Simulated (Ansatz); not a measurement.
```xyz
11

N     1.417    1.540   -0.498
Ga   -0.356    1.568   -0.111
N    -1.135   -0.043    0.259
Sn   -0.320   -1.886    0.295
H     1.949    2.365   -0.708
H     1.985    0.710   -0.509
H    -1.162    2.899   -0.101
H    -2.122   -0.017    0.468
H     1.337   -1.671   -0.050
H    -1.060   -2.879   -0.887
H    -0.532   -2.585    1.842
```

The species carries charge 0 and has multiplicity 1. Sn takes the def2 core potential.

(1) List the r2SCAN/def2-TZVPP orbital energies in eV (Ansatz). (Estimate.)

Answers

(1) The calculation gave: Occupied: -10121.56, -1243.74, -1100.18, -1100.08, -1100.06, -384.61, -384.51, -147.42, -136.99, -100.36, -100.10, -100.08, -91.81, -91.79, -91.78, -26.37, -26.25, -26.22, -26.12, -26.11, -21.73, -21.15, -19.90, -19.84, -19.83, -19.56, -19.25, -13.17, -12.00, -11.71, -9.88, -8.77, -8.35, -8.15, -7.57, -6.46, -5.68. Lowest empty: -0.69, -0.31, -0.07, 0.81, 0.86, 1.06, 1.69, 2.20.
